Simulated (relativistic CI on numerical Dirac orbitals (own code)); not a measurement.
Computed by Dirac-Coulomb-Breit CI, KLI orbitals optimised for each configuration, model QED (radiative potential, 1s self-energy scaled to tabulated hydrogen-like ionisation energies), unscaled Slater integrals (own radial code, finite nucleus).

The strongest absorption lines from the ground level of an ion, among the configurations computed and to levels below about 69.3 eV (vacuum wavelength in Å, gf): 184.66 (0.71), 186.90 (0.18), 201.37 (0.12), 208.66 (0.27), 231.93 (0.11), 248.52 (0.45), 259.24 (1.1), 264.67 (0.27).

(1) Which ion is it?
A. Hg⁹⁺
B. Os⁵⁺
C. Hg⁷⁺
D. Pt⁷⁺

Results:

(1) A. Hg⁹⁺ has 71 electrons and the ground level 5s²5p⁶5d³ ⁴F3/2; the strongest line goes to 5s²5p⁶5d²6p ⁴F°3/2. The pattern of lines fixes the number of electrons, and along that sequence the line energies rise steadily with the charge (about as its square where n changes within one kind of shell, about linearly where n is kept but much faster in heavy ions where fine structure, which grows about as Z⁴, sets the gap, and irregularly where shells cross), which fixes Z. Configurations outside the model, such as inner-shell arrays, can give stronger lines. At this charge energies of transitions that change n are usually good to better than 1 %, and those within a shell (Δn = 0) to a few per cent. Terms inside the open d or f shell come out 10 to 20 % too wide with unscaled integrals. Levels and lines within the n = 5 or 6 shells can be off by up to 10 % or somewhat more, and those that change n by about 2 %, since core polarisation is missing.

LS names give the leading component of a level, which can be under half, so a name can repeat, a term be missing and a line seem to break the LS rules.
